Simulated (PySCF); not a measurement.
```xyz
5
charge 0 multiplicity 4, angstrom
Tc    0.0000    0.0000    0.0000
O     0.0004    0.0000    1.8755
O    -0.0004    0.0000   -1.8755
H    -0.7308    0.0000    2.5102
H     0.7308    0.0000   -2.5102
```

Computed with UB3LYP/[Tc def2-SVP with ECP28, O def2-SVP, H def2-SVP], scalar-relativistic core potentials, density fitting, no spin–orbit coupling, PySCF.

This geometry of Tc(OH)2 is a stationary point at this level.

(1) What is the point group?

(2) Is it a minimum?

(3) Which band is strongest in the infrared?

(4) Give the atomic charges and bond orders.

## Answers

(1) C2h.

(2) No: it has 1 imaginary mode, at 76i cm⁻¹ (au).

(3) 481 cm⁻¹ (bu), 317 km/mol.

(4) 
```tsv
atom	Mulliken	Löwdin	polar tensor	spin (Mulliken)	Mayer order to Tc1
Tc1	0.51	0.07	0.89	2.98	–
O2,3	-0.46	-0.14	-0.75	-0.01	1.17
H4,5	0.20	0.10	0.31	0.02	0.03
```
Other Mayer orders above 0.3: O–H 0.94 (×2).

Only a few start shapes were tried, so a lower isomer may exist. Open d and f shells are described by one determinant, and the ground state may have another occupation or spin.
